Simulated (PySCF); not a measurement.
GaFClBr, SMILES [F][Ga]([Cl])[Br].

The structure is a stationary point at PBE-D3(BJ)/def2-SVP. The structure was generated by enumeration; whether it is a known compound was not checked.

Computed with PySCF with PBE-D3(BJ)/def2-SVP.

Frequencies are harmonic and unscaled.

Computed harmonic wavenumbers and intensities:
```csv
mode,ν (cm⁻¹),IR (km/mol),moving atoms (share of kinetic energy)
1,101,2.9,"Cl 44 %, Ga 26 %, Br 22 %, F 8 %"
2,142,15.2,"Ga 56 %, F 28 %, Cl 11 %"
3,160,17.3,"F 72 %, Cl 12 %, Br 10 %"
4,296,17.0,"Br 46 %, Ga 32 %, Cl 16 %"
5,438,67.1,"Cl 57 %, Ga 40 %"
6,697,60.5,"F 77 %, Ga 23 %"
```
